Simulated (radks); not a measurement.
Problem. These are the eigenvalues of the occupied orbitals of an atom or ion with whole-number occupations (hartree). All-electron calculation, Dirac Kohn-Sham, SOGGA, spin-unpolarised, spherical densities, finite nucleus; Fermi nuclear charge, rms radius of each element as measured or else 0.836 A^(1/3) + 0.57 fm. Program: a radial shooting solver on a logarithmic mesh with Libxc functionals.

orbital  eigenvalue
1s1/2     -2660.860
2s1/2     -488.5857
2p1/2     -469.0212
2p3/2     -416.1821
3s1/2     -138.8265
3p1/2     -130.1101
3p3/2     -118.5665
3d3/2     -103.9087
3d5/2     -101.4075
4s1/2     -52.79612
4p1/2     -49.09640
4p3/2     -45.96429
4d3/2     -39.87024
4d5/2     -39.23486
4f5/2     -31.70522

Which element is it, and in what charge state? The configuration may be excited. Open shells, if any, fill j = l - 1/2 first.

Solution. Z = 75, rhenium, charge +27: Re27+ in [Kr] 4d10 4f2. The list shows which subshells hold electrons but not how many an open one holds; the 1s level, -2660.9 hartree, gives Z - s = 73.0 by -(Z - s)^2/2, which with screening and relativity narrows Z to a few neighbours, and the depths of the outer levels then fix element, charge and occupations together.
